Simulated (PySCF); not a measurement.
A GIAO shielding run with PySCF (density fitting, non-relativistic, gas phase) on `CCCC[Si@@H](O)[SiH2]S`, C₄H₁₄OSSi₂:

```
$ OMP_NUM_THREADS=1 python probes_run.py task.json out

{"job": {"kind": "nmr", "xc": "PBE0", "basis": "pcSseg-1"}, "charge": 0, "multiplicity": 1}
C     -3.402455    -0.603567     0.660355
C     -2.423631     0.457067     0.172338
C     -1.060822    -0.138452    -0.177411
C     -0.065400     0.922480    -0.634236
Si     1.640251     0.193665    -1.066629
O      2.637698     1.321670    -1.693139
Si     2.515317    -0.806920     0.830544
S      4.666213    -0.564928     0.903801
H     -3.019374    -1.093816     1.552974
H     -3.556499    -1.360542    -0.105689
H     -4.364292    -0.155894     0.899956
H     -2.295748     1.215959     0.948179
H     -2.836009     0.953023    -0.709598
H     -1.186827    -0.882041    -0.967610
H     -0.662060    -0.658756     0.698458
H     -0.473945     1.441378    -1.503870
H      0.028021     1.674753     0.154335
H      1.551428    -0.687320    -2.233063
H      2.959068     2.078154    -1.210080
H      2.278376    -2.249192     0.927723
H      2.163522    -0.228774     2.127356
H      4.896758    -0.808563    -0.377114
```

Hardware: 1 thread of an Arm Neoverse N1, shared host. The job also computes population analyses, field gradients.

(1) How large is the calculation?

(2) How long does it take, and how much memory does it need?

## Answers

(1) 90 electrons, 227 basis functions and 1248 auxiliary functions.

(2) 92 s of wall time, with 13 SCF cycles and 5 response iterations; peak memory 1.1 GiB. Times on a shared host scatter by some tens of per cent.
